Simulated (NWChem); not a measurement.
Species: CH₆O₃Si; SMILES C[Si](O)(O)O

```xyz
11

C      0.7245    -1.6595     0.2842
Si    -0.0178     0.0144     0.0053
O     -1.5894    -0.2588    -0.4426
O      0.8164     0.9114    -1.1244
O      0.0164     0.9741     1.3557
H      0.5965    -2.3051    -0.5985
H      1.7995    -1.5842     0.5057
H      0.2323    -2.1570     1.1336
H     -2.1680     0.5089    -0.4060
H      0.9162     0.5286    -2.0000
H      0.5777     1.7509     1.2764
```
Atoms are numbered in this order, from 1.

Results from NWChem. Structure relaxed at the PBE0/def2-SVP level. Level M06-L/def2-SVP: energy and gradient on several grids; changes count from the extra-fine grid, which is no exact limit either.

```csv
grid,size of the energy change (μHa),largest change of a gradient component (μHa/bohr),"time, medium = 1 (rough)"
xcoarse,9000,5000,about 1
coarse,500,1000,about 1
medium,20,300,about 1
fine,< 10,30,about 1
xfine,< 10,< 30,3
```
